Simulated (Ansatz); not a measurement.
Computed with Ansatz on PBE0-D4/def2-TZVP structures; ΔE is electronic, products minus reactants. CCSD(T)/CBS adds triple-zeta CCSD(T) − MP2 to the extrapolated MP2 energy (def2 sets, frozen cores). Functionals use def2-TZVPP. Each species was taken in one conformer, which may not be the lowest.

Reaction (isomerisation): `CBC=S` → `CB1CS1`

`CBC=S`:

```xyz
9

C     0.530   -1.097    0.062
B    -0.547    0.034    0.196
C    -0.396    1.409   -0.465
S     0.285    2.165    0.796
H     1.487   -0.763   -0.343
H     0.123   -1.854   -0.623
H     0.701   -1.610    1.011
H    -1.571   -0.164    0.789
H    -0.611    1.880   -1.422
```

`CB1CS1`:

Cartesian coordinates in Å:
```
C 1.098 -0.455 -0.782
B -0.124 -0.258 0.140
C -1.124 0.730 0.755
S -1.272 -1.080 1.174
H 1.427 -1.491 -0.865
H 0.870 -0.076 -1.784
H 1.935 0.152 -0.419
H -1.959 1.120 0.181
H -0.851 1.358 1.599
```

| level | ΔE (eV) |
| --- | --- |
| revPBE | -1.19 |
| CCSD/CBS(def2) | -1.21 |

(1) What does CCSD(T)/CBS give? (An estimate is asked.)

Largest T1 diagnostic among the species: 0.019.

Results:

(1) Computed: -1.18 eV. The listed levels differ from it by -0.01, -0.03 eV.

From BLYP to BHLYP (50 % exact exchange), in def2-TZVPP and without D4, ΔE moves by −0.18 eV. Leaving LDA and LC-ωPBE aside and taking each functional with its dispersion term where it has one, the values, not all of them listed here, spread over 0.34 eV, from PBE-QIDH to BLYP-D4. LDA lies −0.10 eV from PBE without D4.
